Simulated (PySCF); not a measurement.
AlH₂Cl, SMILES [AlH2][Cl]. The structure is a stationary point at B3LYP-D3(BJ)/def2-TZVP.

TDA-LC-ωPBE/def2-TZVPD run with PySCF puts the lowest singlet excitations at 5.86, 7.45, 7.55, 7.67, 7.83, 8.65 eV.

Question: What are the lowest excitation roots from ADC(2)/aug-cc-pVDZ in PySCF? (An estimate is asked for; the answer gives what the named calculation found.)

Answer: 5.92, 7.41, 7.59, 7.67, 8.36, 8.51 eV. S1 differs by 0.06 eV (second minus first; roots are paired by order, and the bases may differ).
